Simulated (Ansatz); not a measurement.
Born–Oppenheimer molecular dynamics of BrH5Sn (7 atoms, charge 0, multiplicity 1). It starts at the highest image of a converged band. Of that band: Neighbouring images differ by up to 1.4 eV, so the band resolves the path poorly. A vibrational analysis at the climbing image gives one clearly imaginary mode, 924i cm⁻¹: a first-order saddle point.

Level of theory: RHF/def2-SVP (Ansatz 0.2.0).

```
ensemble                      : NVE (velocity Verlet)
time step                     : 0.5 fs
steps asked                   : 200
starting velocities drawn for : 300 K
seed                          : 3704
```

First frame:

```xyz
7
Properties=species:S:1:pos:R:3
Sn -0.103 0.000 -0.156
H -0.094 0.000 1.812
H 1.609 0.000 -0.050
H -0.670 1.478 -0.723
H -0.670 -1.478 -0.723
Br -2.852 0.000 1.424
H -0.972 0.000 1.825
```

**Question.** How far do the bonds stretch over the last three quarters of this one trajectory? (Pairs bonded in most of those frames.)

**Answer.** 
| bond | mean (Å) | spread (Å) | shortest | longest |
| --- | --- | --- | --- | --- |
| Sn1–H2 | 1.745 | 0.107 | 1.57 | 1.89 |
| Sn1–H3 | 1.723 | 0.019 | 1.69 | 1.76 |
| Sn1–H4 | 1.705 | 0.018 | 1.67 | 1.74 |
| Sn1–H5 | 1.705 | 0.027 | 1.66 | 1.75 |
| Br6–H7 | 1.472 | 0.136 | 1.26 | 1.65 |

Mean temperature of the second half: 2094 K. The conserved energy stayed within 0.9 meV per atom of its start (net change 0.21 meV per atom), so the integration is sound. The kinetic energy rose, since the run started high on the potential surface and went downhill. It ends in pieces (BrH + H4Sn), so much of that is their flight and rotation, not heat. A run of 0.1 ps of so small a system gives no equilibrium averages. The orbitals stay closed-shell, which can raise the energy where a bond breaks towards radicals; this wasn't checked here.

Run time: 6.8 min on 1 thread of Arm Neoverse V1 (shared host), peak memory 0.17 GiB.
